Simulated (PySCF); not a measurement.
Coordinates in bohr (charge 0 multiplicity 7):
```
Sm    0.0000    0.0000   -0.0283
H     3.3883    0.0000    2.1624
H    -3.3883    0.0000    2.1624
```

Level of theory: PySCF, UPBE0, basis Sm def2-TZVP with ECP28, H def2-TZVP (scalar-relativistic core potentials, no spin–orbit coupling, density fitting).

This geometry of SmH₂ is a stationary point at this level.

What is the point group?

C2v.

Is it a minimum?

Yes: all harmonic wavenumbers are real.

What are the dipole moment and the gap between the highest occupied and lowest empty levels of either spin?

6.41 D and 3.24 eV.

Give the atomic charges and bond orders.


```
atom  Mulliken  Löwdin  polar tensor  spin (Mulliken)  Mayer order to Sm1
 Sm1      0.69    0.52          1.18             6.09                   –
H2,3     -0.34   -0.26         -0.59            -0.04                0.87
```

Other isomers or separated fragments may lie lower. Open d and f shells are described by one determinant, and the ground state may have another occupation or spin. The pruned grid is coarse for the open f shell: energies are uncertain by about 2 kJ/mol and soft modes are noisy. Spin–orbit coupling, left out here, can matter for elements this heavy.
